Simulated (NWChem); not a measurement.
System: SiN₂H₅F; SMILES N[SiH](F)N

```xyz
9

Si    -0.0785    -0.0223     0.3238
N      1.5325    -0.3560    -0.1475
N     -0.4871     1.5207    -0.2757
F     -0.9221    -1.2752    -0.2940
H     -0.4379    -0.0163     1.7683
H      1.8671    -1.3103    -0.2022
H      2.2799     0.3011     0.0370
H     -0.2810     1.7849    -1.2321
H     -1.2550     2.0538     0.1133
```
Atoms are numbered in this order, from 1.

Geometry: optimised at PBE0/def2-SVP.

 Unshifted, non-relativistic core excitations; the lowest 4 roots alone, so stronger bands may lie above.

Task: List the first F K-edge excitations from PBE0/6-311G** (spherical d), restricted-window TDA (NWChem).

Result: 
```json
[
 {"state": "S1", "energy (eV)": "672.6", "dipole oscillator strength": "0.0057", "leading excitation (squared amplitude)": "1s of atom 4 or its equivalents → LUMO (0.45)"},
 {"state": "S2", "energy (eV)": "672.8", "dipole oscillator strength": "0.0059", "leading excitation (squared amplitude)": "1s of atom 4 or its equivalents → LUMO+1 (0.78)"},
 {"state": "S3", "energy (eV)": "673.0", "dipole oscillator strength": "0.0033", "leading excitation (squared amplitude)": "1s of atom 4 or its equivalents → LUMO+2 (0.55)"},
 {"state": "S4", "energy (eV)": "674.3", "dipole oscillator strength": "0.0016", "leading excitation (squared amplitude)": "1s of atom 4 or its equivalents → LUMO+3 (0.90)"}
]
```
